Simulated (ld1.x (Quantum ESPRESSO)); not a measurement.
**An all-electron radial function and its pseudo partner (H)**

Columns: radius, all-electron u(r) and pseudo u(r) of the 1s shell (level -12.34 eV) of hydrogen in the configuration 1s0.5; LDA (PZ), scalar-relativistic, PAW scheme, ld1.x (Quantum ESPRESSO) 7.5.

```csv
r (bohr),all-electron,pseudo
0.062,0.1210,0.0875
0.125,0.2289,0.1748
0.188,0.3230,0.2590
0.250,0.4033,0.3376
0.312,0.4725,0.4106
0.375,0.5326,0.4782
0.438,0.5833,0.5383
0.500,0.6249,0.5898
0.562,0.6591,0.6335
0.625,0.6871,0.6698
0.688,0.7090,0.6985
0.750,0.7252,0.7196
0.812,0.7366,0.7344
0.875,0.7440,0.7436
0.938,0.7475,0.7480
1.000,0.7476,0.7483
1.062,0.7448,0.7453
1.125,0.7394,0.7396
1.188,0.7317,0.7318
1.250,0.7223,0.7223
1.312,0.7111,0.7111
1.375,0.6984,0.6984
1.438,0.6845,0.6845
1.500,0.6697,0.6697
1.562,0.6542,0.6542
1.625,0.6377,0.6377
```

(1) How many radial nodes do the two functions have?

(2) At about which radius was the pseudo-wave matched?

(3) Is the pseudo-wave norm-conserving?

Results:

(1) The all-electron 1s function has n − l − 1 = 0; the pseudo-wave has 0.

(2) 1.25 bohr. The columns agree to 0.0005 from 1.06 bohr on; several derivatives are matched, so the curves merge somewhat inside the radius.

(3) No, it belongs to a PAW set: the norm inside the radius is not constrained, and the difference is carried by the augmentation charge.
